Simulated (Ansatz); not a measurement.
Input for Ansatz (an electronic-structure program): U-CCSD(T)/cc-pV(D+d)Z on PN, a point of a bond scan (R = 4.745 Å). Files ending in .json are basis or fitting sets from the Basis Set Exchange.

Ansatz 0.2 input:
```yaml
crystal:
  periodic: [false, false, false]
  atoms:
    - {symbol: P, position_ang: [-0.00000000, -0.00000000, -0.47178081]}
    - {symbol: N, position_ang: [0.00000000, 0.00000000, 4.27298623]}
basis:
  gaussian:
    orbitals: cc-pV_D+d_Z.json
correlation: {method: ccsd_t, electrons: outside_noble_gas}
scf: {omitted_lower_state_checks: [cluster_reference]}
magnetization: {spin_polarized: true, initial_magnetization: 0}
```

Question: Predict the final total energy.

Answer: -395.2720 hartree (reference determinant -395.1002, T1 diagnostic 0.004). Its determinant has ⟨S²⟩ = 3.00, a mixture of spin states.

Question: How many basis functions does it have, and what does it roughly cost on one machine?

Answer: 37 functions; roughly 6 core-seconds.
